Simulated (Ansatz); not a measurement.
A structure relaxed at PBE-D4/def2-SVP in Ansatz, charge 0, singlet:

```xyz
19

Cl   -1.490    1.840    0.650
Cl    1.491   -1.840   -0.650
F     2.845    0.229    1.863
F     0.864    0.955    3.059
F     1.864    2.388    1.355
F    -2.079    0.545   -2.528
F    -3.098   -0.866   -0.818
F    -1.554   -1.821   -2.426
F     1.000    0.555   -3.115
F     2.646    1.336   -1.492
F     0.690    2.680   -1.989
F     0.233   -2.077    2.578
F    -1.431   -2.835    0.962
F    -1.981   -1.087    2.551
Os    0.000    0.000    0.000
P     1.419    0.872    1.567
P    -1.670   -0.563   -1.457
P     1.068    1.172   -1.648
P    -0.818   -1.481    1.538
```

**Question.** Give its formula, name or SMILES and point group.

**Answer.** trans-OsCl2(PF3)4 (P4OsCl2F12). Point group D2d (tolerance 0.1 Å).

**Question.** Summarise the bond lengths by kind (pairs closer than 1.2 times the sum of covalent radii, bridged metal pairs left out).

**Answer.** 12 × F–P 1.59 Å; 4 × Os–P 2.29 Å; 2 × Cl–Os 2.46 Å. The metal has 6 neighbours: Cl 2.46 Å, Cl 2.46 Å, P 2.29 Å, P 2.29 Å, P 2.29 Å, P 2.29 Å.

In the def2 sets Os takes a core potential; there is no spin–orbit coupling. Another isomer (singlet) lies 0.56 eV lower at PBE0-D4/def2-TZVP; other spin states weren't run for this one.
